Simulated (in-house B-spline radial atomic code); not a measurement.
## Binding energies in Cd²⁺

NIST's tabulated ground configuration is [Kr] 4d10; each binding energy is the energy of the ion with one electron taken from that subshell, relaxed, less that of the parent. Method: Dirac-Kohn-Sham B3LYP, spherical fractional occupations, Fermi nucleus of rms radius 4.6087 fm. Calculated with a B-spline radial code for spherical atoms. Energies include first-order Breit, QED and recoil terms. Caution: exact exchange at fractional occupations of open shells leaves self-interaction of up to several eV.

| subshell | X-ray name | binding energy (eV) | -ε (eV) | relaxation (eV) |
| --- | --- | --- | --- | --- |
| 1s | K | 26812 | 26600.0 | -286.1 |
| 2s | L1 | 4020.8 | 3982.1 | -47.1 |
| 2p1/2 | L2 | 3757.9 | 3706.6 | -59.2 |
| 2p3/2 | L3 | 3569.2 | 3513.9 | -60.7 |
| 3s | M1 | 779.6 | 765.1 | -15.8 |
| 3p1/2 | M2 | 669.5 | 654.5 | -16.3 |
| 3p3/2 | M3 | 636.4 | 619.8 | -17.3 |
| 3d3/2 | M4 | 442.9 | 424.2 | -18.9 |
| 3d5/2 | M5 | 436.5 | 417.2 | -19.4 |
| 4s | N1 | 137.3 | 129.6 | -7.9 |
| 4p1/2 | N2 | 101.3 | 93.7 | -7.7 |
| 4p3/2 | N3 | 95.9 | 87.82 | -8.17 |
| 4d3/2 | N4 | 39.88 | 32.70 | -7.19 |
| 4d5/2 | N5 | 39.3 | 31.97 | -7.31 |

Relaxation = -ε minus the binding energy without Breit, QED and recoil terms. With a density functional, K lines can miss by some tenths of a per cent, more in light atoms. For a density functional the relaxation so defined is negative, because -ε of a Kohn-Sham level is smaller than the binding energy.

Emission lines follow as differences of binding energies, with λ = 12398.42 eV·Å / E:

| line | holes | energy (eV) | wavelength (Å) |
| --- | --- | --- | --- |
| K-L3 | 1s → 2p3/2 | 23242.8 | 0.53343 |
| K-L2 | 1s → 2p1/2 | 23054.1 | 0.5378 |
| K-M3 | 1s → 3p3/2 | 26175.6 | 0.47366 |
| L3-M5 | 2p3/2 → 3d5/2 | 3132.7 | 3.9577 |
| L2-M4 | 2p1/2 → 3d3/2 | 3315.0 | 3.7401 |
| L1-M3 | 2s → 3p3/2 | 3384.4 | 3.6634 |
| L3-M1 | 2p3/2 → 3s | 2789.6 | 4.4445 |
| L2-N4 | 2p1/2 → 4d3/2 | 3718.0 | 3.3347 |

(1) What screening constant σ does Moseley's law, E = (3/4)·13.6057 eV·(Z - σ)², need for K-L3?

Moseley's non-relativistic formula needs a falling, then negative, screening constant for heavy elements, because relativity binds the 1s electron more strongly than the formula allows.

(2) What does it cost to remove both a 4p1/2 and a 4d3/2 electron?

(3) What does it cost to remove both a 3d5/2 and a 4d3/2 electron?

(4) What does it cost to remove both a 2p3/2 and a 3d3/2 electron?

## Answers

(1) σ = 0.27.

(2) 158.12 eV, which is 16.97 eV more than the two single binding energies together.

(3) 495.08 eV, which is 18.69 eV more than the two single binding energies together.

(4) 4066.7 eV, which is 54.64 eV more than the two single binding energies together.
